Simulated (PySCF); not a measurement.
SMILES c1ccc([SiH2]c2ccco2)cc1 at its GFN2-xTB optimised geometry (Å):

```
22

C      3.2445    -1.2433    -3.8926
C      3.7645    -1.8524    -2.7626
C      2.9967    -1.9539    -1.6172
C      1.6988    -1.4518    -1.5713
Si     0.6574    -1.6110    -0.0029
C     -0.6274    -0.2481     0.0000
C     -1.9965    -0.2481     0.0000
C     -2.4065     1.1035    -0.0020
C     -1.2580     1.8350    -0.0019
O     -0.1858     1.0336     0.0000
C      1.1933    -0.8444    -2.7181
C      1.9552    -0.7392    -3.8677
H      3.8426    -1.1609    -4.7887
H      4.7708    -2.2468    -2.7759
H      3.4096    -2.4294    -0.7386
H      1.5240    -1.4813     1.1749
H     -0.0573    -2.8934     0.0211
H     -2.6271    -1.1138     0.0008
H     -3.4096     1.4788    -0.0039
H     -1.0834     2.8934    -0.0033
H      0.1881    -0.4457    -2.7084
H      1.5441    -0.2626    -4.7465
```

Method: CAM-B3LYP/def2-SVP (PySCF).

Map of the HOMO amplitude (bohr^(-3/2)) on the plane z = 1.0 Å; orbital energy -7.86 eV, overall sign arbitrary:

```
|44444444444444444444444444444|
|44444444444444444444444444444|
|44444444444444444444444444444|
|44444444444444444444444444444|
|44444444444444444444444444444|
|44444444444444444444444444444|
|44444444443344444444444444444|
|44444444332233444444444444444|
|44444443321123444444444444444|
|44444433210012344444444444444|
|44444432100013444444444444444|
|44444432111234444444444444444|
|44444433233455555544444444444|
|44444444456677655544444444444|
|44444455677899765544444444444|
|44444556788999765444444444444|
|44444555677888764433444444444|
|44444555666677654223444444444|
|44444555555666543212344444444|
|44444455555555543223444444444|
|44444444555555544334444444444|
|44444444445555544444444444444|
|44444444444445444444444444444|
|44444444444444444444444444444|
|44444444444444444444444444444|
|44444444444444444444444444444|
|44444444444444444444444444444|
|44444444444444444444444444444|
|44444444444444444444444444444|
```
Scale: ten equal steps from -0.091 (start of '0') to 0.096 (end of '9'), in the order '0123456789'; x runs from -5.50 to 5.50, y from -5.50 (bottom) to 5.50 (top).
